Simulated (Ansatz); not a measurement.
`[OH][SnH2][SeH]` + PH₃ → `P[SeH]` + `[OH][SnH3]` at 298.15 K and 1 bar (ligand exchange at the Se–Sn bond).

Program: Ansatz. Geometries: PBE0-D4/def2-TZVP. ΔE: electronic, gas phase. CCSD(T)/CBS is the MP2 limit (def2-TZVPP, def2-QZVPP) plus CCSD(T) − MP2 in def2-TZVPP, frozen cores. This one scheme is used for every species. Elements past krypton have def2 core potentials. For Se, Sn outer-core shells are correlated without core-valence functions, which leaves a few kJ/mol of doubt a bond. Scalar relativity is left out up to krypton. One conformer a species, not always the lowest.

```json
{"species": "`[OH][SnH2][SeH]`", "CCSD(T)/CBS energy (Eh)": "-2692.34473", "H − E (kJ/mol)": "110.8", "S (J/(mol·K))": "346.1"}
{"species": "PH₃", "CCSD(T)/CBS energy (Eh)": "-342.72256", "H − E (kJ/mol)": "73.1", "S (J/(mol·K))": "210.2"}
{"species": "`P[SeH]`", "CCSD(T)/CBS energy (Eh)": "-2743.44381", "H − E (kJ/mol)": "80.6", "S (J/(mol·K))": "280.3"}
{"species": "`[OH][SnH3]`", "CCSD(T)/CBS energy (Eh)": "-291.59405", "H − E (kJ/mol)": "101.0", "S (J/(mol·K))": "287.4"}
```

H − E and S are ideal-gas, rigid-rotor, harmonic terms from PBE0-D4/def2-TZVP, for one conformer and one mirror image of each species. 1 Eh = 2625.50 kJ/mol, R = 8.31446 J/(mol·K).

**Question.** By hand: ΔE, ΔH, ΔS and ΔG.

**Answer.** ΔE = (-2743.44381) + (-291.59405) − (-2692.34473) − (-342.72256) = 0.02943 Eh = 77.3 kJ/mol. Δ(H − E) = 80.6 + 101.0 − 110.8 − 73.1 = -2.3, so ΔH = 75.0 kJ/mol. ΔS = 280.3 + 287.4 − 346.1 − 210.2 = 11.4 J/(mol·K). ΔG = 75.0 − 298.15 × (11.4)/1000 = 71.6 kJ/mol.

**Question.** By hand: the equilibrium constant, and the temperature at which ΔG would vanish if ΔH and ΔS stayed fixed.

**Answer.** log₁₀ K = −ΔG/(RT ln 10) = -12.5. ΔG = 0 at ΔH/ΔS = 6579 K, far beyond where these terms or the molecules hold.

The number of gas molecules stays the same, so ΔS is small and ΔH decides. A doubt of 5 kJ/mol in ΔE shifts log₁₀ K by 0.9 here. Other conformers and mirror images would add mixing entropy, several J/(mol·K) or more a flexible species. These are equilibria of isolated gas molecules and say nothing of rates. Largest T1 diagnostic: 0.014 (customary marks: 0.02 for closed shells, 0.045 for open ones).
